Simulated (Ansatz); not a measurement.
One change: `C#C[SiH2]O` becomes `C#C[SiH2]CO`.

Ansatz, PBE0-D4/def2-TZVP geometries, multiplicity 1. Each molecule was computed in one conformer, which needn't be the lowest.

```tsv
property	`C#C[SiH2]O`
HOMO–LUMO gap (PBE/def2-TZVPP) / eV	5.55
HOMO–LUMO gap (ωB97M-V/def2-TZVPP) / eV	11.84
HOMO energy (PBE0/def2-TZVPP) / eV	-8.30
size of the dipole moment (ωB97M-V/def2-TZVPP) / D	1.65
LUMO energy (ωB97M-V/def2-TZVPP) / eV	1.30
HOMO–LUMO gap (B3LYP/def2-TZVPP) / eV	7.26
```

Q: Give the same properties after the change, and the shifts. (Estimate.)

A: Ansatz gave: 
```tsv
property	`C#C[SiH2]CO`	shift
HOMO–LUMO gap (PBE/def2-TZVPP) / eV	4.80	-0.75
HOMO–LUMO gap (ωB97M-V/def2-TZVPP) / eV	11.49	-0.35
HOMO energy (PBE0/def2-TZVPP) / eV	-7.55	0.75
size of the dipole moment (ωB97M-V/def2-TZVPP) / D	1.46	-0.19
LUMO energy (ωB97M-V/def2-TZVPP) / eV	1.61	0.31
HOMO–LUMO gap (B3LYP/def2-TZVPP) / eV	6.81	-0.45
```

With PBE0 the HOMO rises by 0.75 eV and the LUMO rises by 0.27 eV, so the gap narrows by about 0.48 eV. PBE moves the HOMO by 1.00 eV and ωB97M-V by 0.66 eV. The zero-point energy changes by 73.7 kJ/mol with +9 modes. Dipoles are sizes alone; their direction can turn.

B3LYP here is the variant with VWN-RPA as its local correlation; programs differ in this.
